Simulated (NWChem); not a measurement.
System meant: GeSiH₆O; SMILES [GeH2]([SiH3])[OH]

Here is an NWChem input.

```
start job
memory heap 200 mb stack 900 mb global 1100 mb
geometry units angstroms noautoz
  O      1.108277    -1.566750    -0.158799
  Ge    -0.365159    -0.564580     0.022106
  Si     0.206255     1.759007    -0.002582
  H      1.750899    -1.404005     0.539541
  H     -1.225460    -0.963639    -1.186374
  H     -1.100213    -0.941014     1.330740
  H      1.164596     2.055266     1.107672
  H     -1.018939     2.595682     0.188214
  H      0.850364     2.121781    -1.300859
end
basis spherical
  * library def2-svp
end
dft
  xc xpbe96 cpbe96
  iterations 4
  mulliken
end
task dft energy
```

End of the output:

```
    Atom       Charge   Shell Charges
 -----------   ------   -------------------------------------------------------
    1 O    8     8.20   1.97  0.89  0.61  2.68  2.03  0.01
    2 Ge  32    31.79   2.00  2.00  1.94  0.78  0.35  5.99  5.82  1.41  1.10  7.78  2.05  0.56
    3 Si  14    13.77   2.00  1.94  0.71  0.37  5.82  1.35  1.42  0.18
    4 H    1     0.92   0.56  0.18  0.19
    5 H    1     1.05   0.61  0.41  0.03
    6 H    1     1.07   0.61  0.43  0.03
    7 H    1     1.07   0.63  0.42  0.03
    8 H    1     1.07   0.63  0.41  0.03
    9 H    1     1.07   0.63  0.41  0.03

 center of mass
 --------------
 x =  -0.06321856 y =  -0.13516183 z =  -0.01004014

 moments of inertia (a.u.)
 ------------------
         621.109885921854           0.000000000000           0.000000000000
           0.000000000000         165.888396871305          -0.000000000000
           0.000000000000          -0.000000000000         739.144746467122

     Multipole analysis of the density
     ---------------------------------

     L   x y z        total         alpha         beta         nuclear
     -   - - -        -----         -----         ----         -------
     0   0 0 0     -0.000000    -30.000000    -30.000000     60.000000

     1   1 0 0      0.007095      0.003548      0.003548      0.000000
     1   0 1 0      0.286353      0.143177      0.143177     -0.000000
     1   0 0 1      0.398893      0.199447      0.199447      0.000000

     2   2 0 0    -28.437012    -56.328751    -56.328751     84.220490
     2   1 1 0      0.052393      0.175288      0.175288     -0.298182
     2   1 0 1      1.930697      0.003976      0.003976      1.922745
     2   0 2 0    -32.184386   -180.921021   -180.921021    329.657655
     2   0 1 1     -1.340420      0.095334      0.095334     -1.531088
     2   0 0 2    -29.212339    -26.431779    -26.431779     23.651219

 ------------------------------------------------------------------------
 dft energy failed                                                                                  0
 ------------------------------------------------------------------------
 ------------------------------------------------------------------------
  current input line :
    22: task dft energy
 ------------------------------------------------------------------------
 ------------------------------------------------------------------------
 This type of error is most commonly associated with calculations not reaching convergence criteria
 ------------------------------------------------------------------------
 For more information see the NWChem manual at https://nwchemgit.github.io

0:dft energy failed:Received an Error in Communication
```

Question: What is wrong, and how is it mended?

Answer: Convergence was not reached. Cause: the SCF was allowed too few iterations. This input runs:
```
start job
memory heap 200 mb stack 900 mb global 1100 mb
geometry units angstroms noautoz
  O      1.108277    -1.566750    -0.158799
  Ge    -0.365159    -0.564580     0.022106
  Si     0.206255     1.759007    -0.002582
  H      1.750899    -1.404005     0.539541
  H     -1.225460    -0.963639    -1.186374
  H     -1.100213    -0.941014     1.330740
  H      1.164596     2.055266     1.107672
  H     -1.018939     2.595682     0.188214
  H      0.850364     2.121781    -1.300859
end
basis spherical
  O library def2-svp
  Ge library def2-svp
  Si library def2-svp
  H library def2-svp
end
dft
  xc xpbe96 cpbe96
  iterations 150
  mulliken
end
task dft energy
```
It converges to -2444.35842 Ha (PBE/def2-SVP).
